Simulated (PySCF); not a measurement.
**Two-dimensional NMR puzzle**

Compound of formula C7H9BO3. Correlations simulated from computed shifts and couplings:

HSQC (one-bond C–H):
```tsv
δH	δC	1J(C,H) (Hz)
7.41	146.4	212
6.58	111.4	189
6.52	117.5	184
5.33	75.8	148
4.25	66.9	147
4.16	66.9	155
2.43	38.6	137
1.74	38.6	136
```

COSY cross peaks (|J| ≥ 2 Hz):
```tsv
δH	δH	abs. J (Hz)	bonds
7.41	6.52	2.3	3
6.58	6.52	3.7	3
5.33	2.43	3.5	3
5.33	1.74	12.4	3
4.42	2.43	2.1	5
4.25	4.16	13.5	2
4.25	2.43	3.3	3
4.25	1.74	14.2	3
4.16	1.74	5.6	3
2.43	1.74	15.5	2
```

HMBC (two and three bonds, |J| ≥ 2.5 Hz):
```tsv
δH	δC [abs. J in Hz]
7.41	163.7 [6.7], 117.5 [13.6], 111.4 [5.9]
6.58	163.7 [8.6], 146.4 [8.2], 117.5 [5.3]
6.52	163.7 [7.4], 146.4 [11.8], 111.4 [4.8]
5.33	163.7 [7.5], 111.4 [2.9], 66.9 [2.8]
4.42	75.8 [5.6], 66.9 [5.6]
4.25	75.8 [3.1]
4.16	75.8 [8.0]
1.74	163.7 [3.0], 75.8 [4.6], 66.9 [4.2]
```

Carbons without hydrogens: δ 163.7.

- PBE0-D3(BJ)/def2-SVP structure
- spin–spin couplings from B3LYP/pcJ-1 (spin–dipole term only in couplings to heteroatoms)
- PBE/pcSseg-2 with gauge-including orbitals
- program: PySCF 2.14
- in vacuum, non-relativistic Hamiltonian, a single conformation

Chemical shifts δ = σref − σ; 1H (σref 31.18) and 13C (σref 179.39) against TMS, all at this level.

Exchangeable hydrogens are left out of these lists, and C,H couplings along chains are those of one rotamer, so weak HMBC peaks may be missing or extra.

Q: Which molecule is this?

A: `B1OCC[C@@H](c2ccco2)O1`.

Atoms are numbered as in `[BH:1]1[O:2][CH2:3][CH2:4][C@@H:5]([c:6]2[cH:7][cH:8][cH:9][o:10]2)[O:11]1`. Hydrogens are named by the atom that carries them. Ha(C3), Ha(C4) are cis to C6 on the ring; Hb(C3), Hb(C4) are trans to C6 on the ring.

- δC 163.7 is C6, a substituted aromatic carbon next to the ring oxygen.
- δC 146.4 is C9, an aromatic CH next to the ring oxygen (δH 7.41).
- δC 117.5 is C8, an aromatic CH (δH 6.52).
- δC 111.4 is C7, an aromatic CH (δH 6.58).
- δC 75.8 is C5, an sp3 CH bonded to O, on an aromatic ring (δH 5.33).
- δC 66.9 is C3, an sp3 CH2 bonded to O (δH 4.16, 4.25).
- δC 38.6 is C4, an sp3 CH2 in a ring (δH 1.74, 2.43).
- HMBC from δH 7.41 reaches the proton-free carbon C6.
- HMBC from δH 6.58 reaches the proton-free carbon C6.
- HMBC from δH 6.52 reaches the proton-free carbon C6.
- HMBC from δH 5.33 reaches the proton-free carbon C6.
- COSY links 7.41–6.52, 6.58–6.52, 5.33–2.43, 5.33–1.74, 4.42–2.43, 4.25–4.16.

This is the structure that produced the data.

Hydrogens on boron are broadened and split by 11B (spin 3/2, 80 %) and 10B (spin 3). Unscaled 3J(H,H) at this level run about 10 % above measured values. Shifts are as computed, not scaled to solution data. Of 1313 compounds with measured shifts, 239 miss one by over three times the rms of a fit or turn the order of signals round; such compounds aren't used in these exercises.
